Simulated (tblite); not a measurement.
Record of a relaxation.

Species: C8H9BrO.
Atom-mapped SMILES: `[CH2:1]=[CH:2][C:3]1([CH:4]=[CH2:5])[CH2:6][C@H:7]1[C:8](=[O:9])[Br:10]` (hydrogens: H11, H12 on C1; H13 on C2; H14 on C4; H15, H16 on C5; H17, H18 on C6; H19 on C7)

Computed with GFN2-xTB (tblite), gas phase: L-BFGS steps from a force-field or distance-geometry start until the largest atomic force falls under 0.01 eV/Å. 6 of its 133 geometries are shown.

Step 0: E = -810.0259 eV, largest atomic force 2.953 eV/Å
```
atom  x, y, z in Å  |  force x, y, z in eV/Å
C1     -1.933   -1.762   -0.420   -0.117  -0.229  -0.998
C2     -1.058   -1.048   -1.122   -0.196   0.247   1.312
C3     -0.177   -0.019   -0.450   -1.709   0.411  -0.589
C4     -0.849    0.766    0.593   -0.498   0.018   1.321
C5     -0.668    2.054    0.837   -0.203   0.394   0.218
C6      0.850    0.685   -1.257    0.393   0.052  -1.189
C7      1.235   -0.452   -0.344    2.332  -1.773  -0.375
C8      2.056   -0.220    0.867   -1.155   1.876   0.366
O9      1.924    0.714    1.626    0.344  -1.254  -0.899
Br10    3.418   -1.527    1.245    0.072  -0.274  -0.116
H11    -2.118   -1.658    0.631    0.058  -0.054  -0.007
H12    -2.532   -2.490   -0.968    0.106   0.155   0.436
H13    -0.968   -1.240   -2.170    0.298   0.169  -0.325
H14    -1.551    0.232    1.261    0.498   0.231  -0.539
H15    -0.002    2.689    0.249   -0.380  -0.239   0.379
H16    -1.218    2.533    1.659    0.423  -0.206  -0.606
H17     0.803    0.487   -2.357    0.464   0.254   1.097
H18     1.283    1.638   -0.953   -0.558  -0.216  -0.289
H19     1.495   -1.373   -0.920   -0.171   0.439   0.803
```

Step 26: E = -810.4406 eV, largest atomic force 0.089 eV/Å
```
atom  x, y, z in Å  |  force x, y, z in eV/Å
C1     -1.956   -1.775   -0.490    0.006  -0.009   0.000
C2     -1.074   -1.008   -1.107   -0.024   0.040   0.008
C3     -0.216    0.029   -0.469    0.003   0.005  -0.006
C4     -0.821    0.779    0.660    0.045  -0.046   0.029
C5     -0.693    2.072    0.903   -0.009  -0.015  -0.039
C6      0.853    0.631   -1.308    0.034  -0.015   0.003
C7      1.260   -0.465   -0.342    0.051   0.032  -0.029
C8      2.033   -0.121    0.831    0.015   0.011  -0.011
O9      2.044    0.840    1.520   -0.048   0.028  -0.070
Br10    3.298   -1.604    1.286   -0.033  -0.010   0.028
H11    -2.155   -1.716    0.565    0.007   0.022   0.038
H12    -2.518   -2.518   -1.027   -0.022  -0.004  -0.037
H13    -0.910   -1.137   -2.170    0.019   0.004   0.010
H14    -1.424    0.179    1.326    0.014  -0.046   0.023
H15    -0.126    2.736    0.275    0.045   0.009  -0.016
H16    -1.166    2.525    1.756   -0.012  -0.013  -0.016
H17     0.896    0.378   -2.358   -0.009   0.009   0.033
H18     1.201    1.630   -1.087   -0.039  -0.059   0.054
H19     1.467   -1.445   -0.755   -0.043   0.056  -0.005
```

Step 53: E = -810.4668 eV, largest atomic force 0.042 eV/Å
```
atom  x, y, z in Å  |  force x, y, z in eV/Å
C1     -1.988   -1.752   -0.510   -0.011   0.007   0.001
C2     -1.071   -1.012   -1.111    0.004  -0.018   0.003
C3     -0.191   -0.001   -0.469   -0.008  -0.007  -0.018
C4     -0.753    0.711    0.704   -0.013  -0.012   0.001
C5     -0.690    2.013    0.913   -0.005   0.003   0.009
C6      0.846    0.641   -1.320    0.005   0.004  -0.011
C7      1.301   -0.454   -0.385    0.030   0.006  -0.029
C8      2.056   -0.063    0.786   -0.014   0.019   0.005
O9      2.155    0.987    1.324   -0.006  -0.034   0.002
Br10    3.033   -1.616    1.560   -0.008   0.003  -0.001
H11    -2.195   -1.697    0.544    0.009   0.026   0.011
H12    -2.579   -2.460   -1.064    0.011  -0.002  -0.008
H13    -0.907   -1.138   -2.175    0.027  -0.005   0.008
H14    -1.248    0.075    1.424    0.009  -0.011   0.025
H15    -0.222    2.695    0.225    0.009   0.012  -0.010
H16    -1.115    2.454    1.796   -0.025   0.019   0.028
H17     0.866    0.420   -2.377   -0.008  -0.001   0.002
H18     1.169    1.639   -1.068    0.014  -0.006  -0.013
H19     1.522   -1.433   -0.786   -0.019  -0.005  -0.006
```

Step 79: E = -810.4777 eV, largest atomic force 0.066 eV/Å
```
atom  x, y, z in Å  |  force x, y, z in eV/Å
C1     -2.022   -1.681   -0.505   -0.017   0.001   0.002
C2     -1.016   -1.050   -1.087   -0.013  -0.046   0.009
C3     -0.166    0.001   -0.478   -0.039  -0.011  -0.041
C4     -0.693    0.685    0.731   -0.048  -0.041  -0.019
C5     -0.740    1.990    0.921    0.011  -0.014  -0.015
C6      0.840    0.677   -1.343    0.058  -0.014   0.026
C7      1.337   -0.428   -0.445   -0.010  -0.016   0.036
C8      2.062   -0.078    0.757    0.028   0.056  -0.007
O9      2.190    0.965    1.304    0.004  -0.047  -0.017
Br10    2.874   -1.691    1.594    0.021   0.004  -0.014
H11    -2.363   -1.462    0.492    0.017   0.020  -0.008
H12    -2.551   -2.464   -1.020   -0.033   0.033  -0.015
H13    -0.730   -1.336   -2.092    0.041   0.041   0.032
H14    -1.058    0.021    1.503    0.027  -0.032   0.009
H15    -0.403    2.701    0.187    0.013   0.005  -0.021
H16    -1.124    2.402    1.837   -0.021   0.018   0.000
H17     0.850    0.481   -2.406   -0.049   0.004   0.042
H18     1.149    1.674   -1.069   -0.004   0.022  -0.024
H19     1.554   -1.398   -0.871    0.014   0.017   0.022
```

Step 106: E = -810.5134 eV, largest atomic force 0.091 eV/Å
```
atom  x, y, z in Å  |  force x, y, z in eV/Å
C1     -2.178   -1.447   -0.598   -0.059  -0.004   0.010
C2     -0.958   -1.121   -0.990    0.049  -0.050  -0.058
C3     -0.098   -0.078   -0.390   -0.006  -0.057  -0.018
C4     -0.637    0.595    0.821    0.046  -0.041  -0.009
C5     -0.894    1.887    0.896   -0.043   0.029  -0.024
C6      0.837    0.650   -1.298   -0.018  -0.005   0.034
C7      1.415   -0.436   -0.424    0.021  -0.007   0.035
C8      2.200   -0.075    0.736   -0.006   0.021   0.020
O9      2.284    0.943    1.333   -0.016   0.017  -0.007
Br10    3.231   -1.648    1.409   -0.003   0.035  -0.022
H11    -2.675   -0.970    0.229    0.032   0.034  -0.007
H12    -2.735   -2.212   -1.112    0.010   0.009   0.031
H13    -0.512   -1.637   -1.832   -0.020   0.010  -0.013
H14    -0.834   -0.057    1.664    0.011  -0.004  -0.045
H15    -0.718    2.552    0.068   -0.013   0.011   0.009
H16    -1.310    2.331    1.783    0.027   0.001   0.036
H17     0.796    0.442   -2.357    0.011   0.045   0.010
H18     1.096    1.666   -1.043    0.028   0.002  -0.004
H19     1.681   -1.376   -0.887   -0.050  -0.046   0.023
```

Step 132: E = -810.5234 eV, largest atomic force 0.010 eV/Å
```
atom  x, y, z in Å  |  force x, y, z in eV/Å
C1     -2.207   -1.381   -0.621   -0.001  -0.003  -0.003
C2     -0.964   -1.132   -0.997    0.005   0.000  -0.009
C3     -0.091   -0.100   -0.396    0.003  -0.004   0.002
C4     -0.626    0.568    0.819   -0.004   0.001  -0.001
C5     -0.929    1.850    0.897   -0.001   0.005   0.000
C6      0.855    0.625   -1.292    0.002   0.000   0.000
C7      1.419   -0.463   -0.406    0.001  -0.003   0.004
C8      2.203   -0.062    0.743    0.001   0.000   0.004
O9      2.233    0.958    1.341   -0.007   0.001  -0.005
Br10    3.370   -1.553    1.365    0.001  -0.001  -0.001
H11    -2.684   -0.836    0.176   -0.001   0.000   0.005
H12    -2.797   -2.138   -1.106   -0.004   0.000  -0.003
H13    -0.521   -1.688   -1.813    0.000  -0.006  -0.002
H14    -0.781   -0.089    1.666    0.001   0.004   0.005
H15    -0.799    2.519    0.063    0.001   0.003   0.002
H16    -1.325    2.282    1.799    0.002   0.002   0.004
H17     0.829    0.427   -2.353   -0.003  -0.003  -0.001
H18     1.122    1.636   -1.028   -0.001   0.003   0.002
H19     1.682   -1.413   -0.849    0.005   0.002  -0.003
```

**Question.** Summarise the path.

**Answer.** The energy falls by 0.4975 eV from step 0 to step 132; nine tenths of that is first reached at step 73. It falls at every step. The largest force goes from 2.953 to 0.010 eV/Å. Among the bonds C3–C7 changes most, from 1.481 to 1.552 Å; the atoms move by 0.492 Å rms after alignment.

**Question.** Follow the three bonds and two angles with the largest change from start to end.

**Answer.** 
| step | E above end (eV) | largest force (eV/Å) | C3–C7 (Å) | C8–Br10 (Å) | C6–H17 (Å) | C6–C7–H19 (°) | C7–C8–O9 (°) |
| --- | --- | --- | --- | --- | --- | --- | --- |
| 0 | 0.4975 | 2.953 | 1.481 | 1.925 | 1.119 | 111.6 | 125.0 |
| 6 | 0.1415 | 0.352 | 1.574 | 2.024 | 1.072 | 117.2 | 132.3 |
| 11 | 0.1142 | 0.158 | 1.559 | 1.991 | 1.082 | 117.3 | 130.6 |
| 17 | 0.0974 | 0.124 | 1.556 | 2.005 | 1.081 | 116.4 | 132.4 |
| 23 | 0.0871 | 0.113 | 1.564 | 2.002 | 1.078 | 117.4 | 131.8 |
| 29 | 0.0785 | 0.094 | 1.562 | 2.003 | 1.082 | 117.6 | 131.8 |
| 34 | 0.0696 | 0.099 | 1.563 | 1.994 | 1.079 | 118.7 | 130.6 |
| 40 | 0.0636 | 0.128 | 1.563 | 1.988 | 1.079 | 119.4 | 130.4 |
| 46 | 0.0597 | 0.053 | 1.562 | 1.995 | 1.080 | 119.4 | 130.7 |
| 52 | 0.0568 | 0.063 | 1.563 | 1.991 | 1.080 | 119.2 | 130.6 |
| 57 | 0.0552 | 0.106 | 1.563 | 1.992 | 1.079 | 119.4 | 130.7 |
| 63 | 0.0530 | 0.044 | 1.563 | 1.992 | 1.080 | 119.1 | 130.7 |
| 69 | 0.0512 | 0.052 | 1.564 | 1.992 | 1.080 | 119.5 | 130.7 |
| 75 | 0.0483 | 0.071 | 1.566 | 1.991 | 1.080 | 119.3 | 130.7 |
| 80 | 0.0447 | 0.078 | 1.563 | 1.993 | 1.081 | 119.3 | 130.6 |
| 86 | 0.0396 | 0.079 | 1.564 | 1.992 | 1.079 | 119.0 | 130.7 |
| 92 | 0.0311 | 0.083 | 1.560 | 1.996 | 1.080 | 119.2 | 131.6 |
| 98 | 0.0218 | 0.115 | 1.555 | 1.996 | 1.078 | 119.2 | 131.4 |
| 103 | 0.0129 | 0.090 | 1.557 | 1.994 | 1.080 | 117.6 | 131.1 |
| 109 | 0.0058 | 0.079 | 1.556 | 1.999 | 1.080 | 118.7 | 131.0 |
| 115 | 0.0014 | 0.044 | 1.553 | 1.993 | 1.079 | 119.2 | 130.9 |
| 121 | 0.0004 | 0.018 | 1.553 | 1.992 | 1.080 | 118.9 | 130.8 |
| 126 | 0.0002 | 0.012 | 1.553 | 1.993 | 1.080 | 118.9 | 130.7 |
| 132 | 0.0000 | 0.010 | 1.552 | 1.992 | 1.079 | 118.9 | 130.8 |

The cost below is that of the whole relaxation. The run took 1.2 s wall on one thread of an Arm Neoverse V1 (shared host).
